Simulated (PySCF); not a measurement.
## Assignment exercise: C6H13NOSi

Structure with atom numbers: `[CH2:1]=[N:2][C:3](=[CH2:4])[O:5][SiH2:6][CH:7]([CH3:8])[CH3:9]` (H(Xn): hydrogen on atom n). Ha(C1) is cis to C3; Ha(C4) is cis to N2; Hb(C1) is trans to C3; Hb(C4) is trans to N2.

Calculated, not measured (PySCF 2.14): GFN2-xTB geometry, σ from GIAO-PBE0/pcSseg-1. One conformer, in vacuum, no relativistic terms, rapidly exchanging positions averaged.

References, each an isolated molecule treated in the same way: TMS for 13C, 1H.

(1) Assign these signals to the numbered atoms. 13C{1H} NMR (computed): δ 169.5, 154.3, 79.5, 18.8, 17.1.

(2) Assign these signals to the numbered atoms. 1H NMR (400 MHz, computed): δ 7.91 (d, 1H), 7.10 (d, 1H), 4.75 (d, 2H), 4.04 (m, 1H), 3.94 (m, 1H), 1.17 (m, 1H), 1.10 (m, 6H).

Results:

(1) 
169.5 → C3, alkene carbon bearing oxygen: an sp2 carbon further deshielded by the attached heteroatom
154.3 → C1, C=N carbon
79.5 → C4, β carbon of an enol-ether or enamine type C=C: the O or N lone pair pushes π density onto this β carbon and shields it
18.8 → C8/C9, methyl carbon: aliphatic region, no heteroatom directly attached
17.1 → C7, sp3 CH bonded to Si

C8/C9 and C7 lie closer than the usual error of such a calculation, so a measured spectrum could show them in the other order.

(2) 
7.91 → Ha(C1), hydrogen on a C=N carbon
7.10 → Hb(C1), hydrogen on a C=N carbon
4.75 → H(Si6), hydrogen on a silicon bonded to C, O
4.04 → Ha(C4), hydrogen on a β carbon of an enol-ether or enamine type C=C: lone-pair donation from O or N shields it, upfield of ordinary alkene protons
3.94 → Hb(C4), hydrogen on a β carbon of an enol-ether or enamine type C=C
1.17 → H(C7), hydrogen on an sp3 CH bonded to Si
1.10 → H(C8)/H(C9), hydrogen on a methyl carbon

Ha(C4) and Hb(C4); H(C7) and H(C8)/H(C9) lie closer than the usual error of such a calculation, so a measured spectrum could show them in the other order.

Shifts are as computed. Against solution values, carbons near 30 ppm lie about +3 ppm off and those near 130 ppm about +5 ppm. Of 1211 compounds with measured shifts, 218 miss one by over three times the rms of a fit or turn the order of signals round; such compounds aren't used in these exercises. No couplings were computed; multiplicities are counted from neighbouring protons, with m where these are inequivalent, close in shift, in a saturated or five-membered ring or joined by F or P, and br s for small geminal =CH2 splittings.
